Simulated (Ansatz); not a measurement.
Born–Oppenheimer molecular dynamics of a periodic cell of 17 atoms, LiGe16 (host Ge, host structure diamond, interstitial Li). It goes on from the last frame of an earlier run, with new velocities.

The calculation used Ansatz, DFT PBEsol, scalar-relativistic, plane waves, PAW. Settings: cutoff 420 eV, k mesh 2x2x2, fermi-dirac smearing 0.15 eV, no spin polarisation.

```yaml
ensemble: NVE (velocity Verlet)
time_step: 1.5 fs
steps_asked: 300
starting_velocities_drawn_for: 1260 K
seed: 223223
```

Frames 30 fs apart, positions in Å.

Velocities at 30 fs (Å/ps):

```
Ge -1.68 -0.94 4.88
Ge 2.21 1.82 2.19
Ge -1.10 -3.39 4.03
Ge 8.37 -7.64 2.55
Ge -0.81 -5.50 -1.38
Ge 2.27 1.12 0.30
Ge 3.64 4.61 2.68
Ge -3.94 -2.73 -0.21
Ge -1.50 0.72 3.45
Ge 0.33 5.24 1.48
Ge -1.00 -2.63 -6.02
Ge -0.10 4.21 -2.60
Ge -1.20 -1.26 -3.60
Ge 0.14 3.59 -2.44
Ge 0.90 6.04 -0.32
Ge -5.00 -5.80 -4.53
Li -15.98 26.58 -4.56
```

```xyz
17
Lattice="0.0000 5.6600 5.6600 5.6600 0.0000 5.6600 5.6600 5.6600 0.0000" Properties=species:S:1:pos:R:3 time_fs=30 energy_less_start_eV=0.095 T=1213
Ge -0.140 0.086 0.037
Ge 1.378 1.799 0.885
Ge 3.188 2.996 -0.730
Ge 4.397 4.031 1.373
Ge 2.403 0.442 2.861
Ge 3.975 1.776 4.368
Ge 5.858 2.701 3.015
Ge 7.056 4.389 4.238
Ge 0.076 2.752 2.955
Ge 1.443 4.247 4.399
Ge 2.469 5.418 2.597
Ge 4.316 6.618 4.179
Ge 2.866 3.109 6.148
Ge 4.250 4.434 8.189
Ge 5.495 5.414 5.875
Ge 6.998 7.008 6.842
Li 3.914 1.804 1.472
17
Lattice="0.0000 5.6600 5.6600 5.6600 0.0000 5.6600 5.6600 5.6600 0.0000" Properties=species:S:1:pos:R:3 time_fs=60 energy_less_start_eV=0.518 T=1009
Ge -0.192 0.077 0.127
Ge 1.395 1.854 0.986
Ge 3.168 2.917 -0.565
Ge 4.614 3.937 1.434
Ge 2.385 0.322 2.838
Ge 4.066 1.750 4.390
Ge 5.919 2.767 3.043
Ge 6.938 4.353 4.272
Ge 0.103 2.710 3.064
Ge 1.421 4.396 4.465
Ge 2.549 5.321 2.439
Ge 4.281 6.730 4.025
Ge 2.835 3.096 6.044
Ge 4.215 4.566 8.016
Ge 5.450 5.512 5.866
Ge 6.908 6.931 6.781
Li 3.653 1.637 1.517
17
Lattice="0.0000 5.6600 5.6600 5.6600 0.0000 5.6600 5.6600 5.6600 0.0000" Properties=species:S:1:pos:R:3 time_fs=90 energy_less_start_eV=-0.265 T=1388
Ge -0.196 0.156 0.115
Ge 1.293 1.877 1.139
Ge 3.140 2.908 -0.331
Ge 4.673 3.991 1.431
Ge 2.315 0.296 2.913
Ge 4.146 1.620 4.423
Ge 5.902 2.621 2.984
Ge 6.916 4.404 4.417
Ge 0.216 2.711 3.152
Ge 1.382 4.507 4.497
Ge 2.763 5.213 2.366
Ge 4.170 6.751 3.809
Ge 2.805 3.120 5.961
Ge 4.209 4.573 7.693
Ge 5.246 5.472 5.775
Ge 7.003 7.054 6.881
Li 4.412 1.272 1.564
17
Lattice="0.0000 5.6600 5.6600 5.6600 0.0000 5.6600 5.6600 5.6600 0.0000" Properties=species:S:1:pos:R:3 time_fs=120 energy_less_start_eV=0.144 T=1190
Ge -0.112 0.267 0.099
Ge 1.234 1.857 1.296
Ge 3.065 2.889 -0.104
Ge 4.642 4.059 1.374
Ge 2.297 0.350 3.020
Ge 4.084 1.496 4.415
Ge 5.918 2.521 3.049
Ge 6.977 4.372 4.561
Ge 0.275 2.814 3.229
Ge 1.411 4.557 4.425
Ge 2.884 5.176 2.388
Ge 4.039 6.783 3.679
Ge 2.819 3.168 5.874
Ge 4.167 4.362 7.422
Ge 5.108 5.479 5.525
Ge 7.181 7.091 6.974
Li 4.318 1.607 1.539
17
Lattice="0.0000 5.6600 5.6600 5.6600 0.0000 5.6600 5.6600 5.6600 0.0000" Properties=species:S:1:pos:R:3 time_fs=150 energy_less_start_eV=0.596 T=972
Ge 0.015 0.313 0.103
Ge 1.276 1.830 1.437
Ge 2.931 2.832 -0.012
Ge 4.702 4.079 1.329
Ge 2.369 0.346 3.110
Ge 3.926 1.476 4.361
Ge 5.966 2.571 3.221
Ge 7.057 4.260 4.625
Ge 0.143 2.928 3.272
Ge 1.524 4.604 4.312
Ge 2.812 5.213 2.447
Ge 3.975 6.982 3.709
Ge 2.836 3.144 5.717
Ge 4.124 4.161 7.319
Ge 5.064 5.565 5.277
Ge 7.320 6.988 7.002
Li 3.829 1.076 1.512
17
Lattice="0.0000 5.6600 5.6600 5.6600 0.0000 5.6600 5.6600 5.6600 0.0000" Properties=species:S:1:pos:R:3 time_fs=180 energy_less_start_eV=0.493 T=1022
Ge 0.085 0.320 0.052
Ge 1.329 1.800 1.615
Ge 2.909 2.759 0.023
Ge 4.776 4.021 1.353
Ge 2.393 0.137 3.155
Ge 3.962 1.528 4.352
Ge 5.963 2.610 3.264
Ge 7.042 4.232 4.601
Ge -0.080 3.063 3.224
Ge 1.587 4.665 4.292
Ge 2.807 5.254 2.434
Ge 3.879 7.281 3.817
Ge 2.787 3.033 5.544
Ge 4.142 4.104 7.343
Ge 5.134 5.572 5.178
Ge 7.279 6.924 6.981
Li 4.272 0.977 1.501
17
Lattice="0.0000 5.6600 5.6600 5.6600 0.0000 5.6600 5.6600 5.6600 0.0000" Properties=species:S:1:pos:R:3 time_fs=210 energy_less_start_eV=-0.075 T=1296
Ge 0.097 0.330 0.045
Ge 1.347 1.710 1.807
Ge 2.957 2.755 0.167
Ge 4.806 3.959 1.403
Ge 2.511 -0.120 3.060
Ge 4.192 1.479 4.309
Ge 5.928 2.588 3.124
Ge 6.992 4.225 4.603
Ge -0.135 3.251 3.149
Ge 1.538 4.688 4.337
Ge 2.983 5.309 2.364
Ge 3.718 7.423 3.892
Ge 2.687 2.956 5.567
Ge 4.045 4.214 7.277
Ge 5.214 5.541 5.217
Ge 7.069 6.950 6.888
Li 4.752 1.457 1.700
17
Lattice="0.0000 5.6600 5.6600 5.6600 0.0000 5.6600 5.6600 5.6600 0.0000" Properties=species:S:1:pos:R:3 time_fs=240 energy_less_start_eV=-0.019 T=1269
Ge 0.119 0.332 0.197
Ge 1.339 1.578 1.962
Ge 2.913 2.839 0.426
Ge 4.822 4.003 1.396
Ge 2.724 -0.243 2.924
Ge 4.309 1.358 4.266
Ge 6.016 2.612 2.970
Ge 7.024 4.108 4.643
Ge -0.092 3.371 3.085
Ge 1.519 4.666 4.296
Ge 3.114 5.465 2.363
Ge 3.636 7.395 3.865
Ge 2.617 2.873 5.677
Ge 3.903 4.397 7.035
Ge 5.179 5.620 5.381
Ge 6.872 6.917 6.747
Li 4.064 1.080 1.451
17
Lattice="0.0000 5.6600 5.6600 5.6600 0.0000 5.6600 5.6600 5.6600 0.0000" Properties=species:S:1:pos:R:3 time_fs=270 energy_less_start_eV=0.470 T=1033
Ge 0.189 0.291 0.364
Ge 1.294 1.488 2.099
Ge 2.786 2.956 0.605
Ge 4.832 4.115 1.370
Ge 2.779 -0.233 3.087
Ge 4.300 1.285 4.248
Ge 6.116 2.601 2.854
Ge 7.087 4.007 4.639
Ge -0.145 3.377 2.959
Ge 1.589 4.643 4.229
Ge 3.089 5.670 2.408
Ge 3.671 7.402 3.892
Ge 2.595 2.763 5.650
Ge 3.929 4.332 6.729
Ge 5.169 5.774 5.417
Ge 6.762 6.803 6.673
Li 3.789 1.265 1.547
17
Lattice="0.0000 5.6600 5.6600 5.6600 0.0000 5.6600 5.6600 5.6600 0.0000" Properties=species:S:1:pos:R:3 time_fs=300 energy_less_start_eV=-0.050 T=1284
Ge 0.298 0.259 0.313
Ge 1.237 1.475 2.249
Ge 2.647 3.093 0.708
Ge 4.765 4.176 1.435
Ge 2.772 -0.260 3.326
Ge 4.327 1.302 4.331
Ge 6.123 2.566 2.808
Ge 7.056 3.990 4.576
Ge -0.264 3.334 2.813
Ge 1.657 4.615 4.188
Ge 2.958 5.786 2.408
Ge 3.798 7.549 4.051
Ge 2.576 2.607 5.422
Ge 4.005 4.166 6.646
Ge 5.166 5.904 5.186
Ge 6.856 6.708 6.732
Li 4.449 1.319 1.855
17
Lattice="0.0000 5.6600 5.6600 5.6600 0.0000 5.6600 5.6600 5.6600 0.0000" Properties=species:S:1:pos:R:3 time_fs=330 energy_less_start_eV=0.216 T=1155
Ge 0.441 0.230 0.141
Ge 1.241 1.464 2.349
Ge 2.553 3.140 0.831
Ge 4.633 4.225 1.565
Ge 2.827 -0.266 3.400
Ge 4.456 1.342 4.483
Ge 6.064 2.579 2.847
Ge 6.883 4.007 4.539
Ge -0.320 3.335 2.757
Ge 1.636 4.547 4.141
Ge 2.923 5.813 2.481
Ge 3.863 7.774 4.237
Ge 2.544 2.511 5.140
Ge 4.049 4.077 6.654
Ge 5.202 5.875 4.923
Ge 7.003 6.653 6.734
Li 4.228 0.944 1.609
17
Lattice="0.0000 5.6600 5.6600 5.6600 0.0000 5.6600 5.6600 5.6600 0.0000" Properties=species:S:1:pos:R:3 time_fs=360 energy_less_start_eV=0.390 T=1071
Ge 0.579 0.159 0.114
Ge 1.288 1.404 2.366
Ge 2.455 3.138 0.908
Ge 4.562 4.316 1.671
Ge 2.952 -0.280 3.371
Ge 4.638 1.365 4.528
Ge 5.916 2.550 2.833
Ge 6.734 4.029 4.599
Ge -0.245 3.360 2.828
Ge 1.543 4.458 4.032
Ge 3.056 5.815 2.708
Ge 3.789 8.000 4.421
Ge 2.492 2.478 4.947
Ge 3.988 4.070 6.570
Ge 5.288 5.752 4.761
Ge 7.012 6.693 6.601
Li 3.726 0.919 1.185
```

Of the whole run (450 fs, mean temperature of the second half 1095 K): The conserved energy stayed within 0.1 meV per atom of its start (net change 0.0052 meV per atom), so the integration is sound. A run of 0.45 ps of so small a system gives no equilibrium averages. Limits of this set-up: coarse k mesh, a small cell, in which the defect meets its images, a typed lattice constant that wasn't relaxed here.

Time of the run: 22 min on 2 threads of Intel(R) Xeon(R) Platinum 8559C (Emerald Rapids), with other jobs on the host, peak memory 1.3 GiB.
